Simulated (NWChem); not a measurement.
Molecule: GaH3Se; SMILES [GaH2][SeH]

```xyz
5

Ga    -0.0108     1.1761     0.0000
H     -1.4208     1.8504     0.0000
H      1.3709     1.9072     0.0000
Se    -0.0309    -1.1459     0.0000
H      1.4354    -1.2573     0.0000
```
Atoms are numbered in this order, from 1.

Structure relaxed at the PBE0/def2-SVP level.

Symmetry labels are those of Cs in the frame above (b1 and b2, or b-type labels, depend on it).

List the 4 lowest vertical singlet excitations from PBE/def2-SVPD, TDA (NWChem).


| state | energy (eV) | oscillator strength | symmetry | leading excitation (squared amplitude) |
|---|---|---|---|---|
| S1 | 4.61 | 0.086 | a' | HOMO → LUMO (0.91) |
| S2 | 5.04 | 0.000 | a" | HOMO−1 → LUMO (0.99) |
| S3 | 5.39 | 0.000 | a" | HOMO → LUMO+1 (0.85) |
| S4 | 5.48 | 0.000 | a" | HOMO−2 → LUMO (0.85) |
